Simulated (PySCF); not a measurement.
A search over the determinants of GeH⁺

Unrestricted PBE0; Ge cc-pVTZ-PP with ECP10, H cc-pVTZ; scalar-relativistic core potentials (PySCF 2.14). Outer shells of the fragments: Ge+ 3d10 4s2 4p1; H 1s1.

Followed along the bond (rough minima from three points):

```csv
2Ms+1,unpaired,⟨S²⟩ at the start,R at minimum (Å),Te (eV)
1,none,0.00,1.59,0.00
3,"σ ↑, π ↑",2.01,none in the scan,≤ 2.25
```

Solutions found at the starting distance of 1.580 Å, counted from the lowest of them; the search is not exhaustive and high or unbound solutions are not listed, so other states can lie among these:

| 2Ms+1 | unpaired | term | E (eV) | ⟨S²⟩ | ⟨Lz²⟩ | μ (D) |
| --- | --- | --- | --- | --- | --- | --- |
| 1 | none | ¹Σ⁺ | 0.00 | 0.00 | 0.00 | 0.38 |
| 3 | σ ↑, π ↑ | ³Π | 2.29 | 2.01 | 1.00 | 0.88 |
| 1 | σ ↑, π ↓ | mixed | 2.64 | 1.02 | 1.00 | 1.01 |
| 3 | π ↑↑ | ³Σ⁻ | 6.64 | 2.13 | 0.00 | 1.16 |
| 3 | σ ↑↑ | ³Σ⁺ | 7.01 | 2.00 | 0.00 | 0.86 |
| 1 | π ↑↓ | mixed | 7.19 | 1.01 | 2.02 | 1.16 |
| 1 | none | mixed | 8.21 | 0.00 | 2.00 | 1.16 |

A term symbol is given only where ⟨S²⟩ and ⟨Lz²⟩ are close to those of a pure state; real π, δ and φ orbitals otherwise mix terms. A positive dipole points towards H; it is taken about the centre of mass and depends on that origin.

Counting both spins, an empty level lies below a filled one in some of these solutions, because spin and occupation are held.
